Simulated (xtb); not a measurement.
C3H3ClF2, SMILES [C@H]1([C@H]([C@H]1F)F)Cl. All values are semi-empirical tight-binding results from xtb (GFN2-xTB unless named), good for trends rather than for accurate numbers. Geometry optimised at GFN2-xTB. The structure was generated by enumeration; whether it is a known compound was not checked.

Problem. Estimate the properties. (Estimate from the structure and the level; the computed values follow.)

Solution. 
* **point group as xtb finds it**: Cs
* **orbital gap**: 6.70 eV
* **dipole moment**: 1.91 D
* **zero-point energy**: 34.1 kcal/mol
* **G − E(el) at 298.15 K (modified RRHO)**: 15.1 kcal/mol
* **static polarisability (D4 model)**: 48.8 bohr³
* **solvation energy, GFN2-xTB/ALPB(water)**: -3.1 kcal/mol
* **solvation energy, GFN2-xTB/ALPB(benzene)**: -3.7 kcal/mol
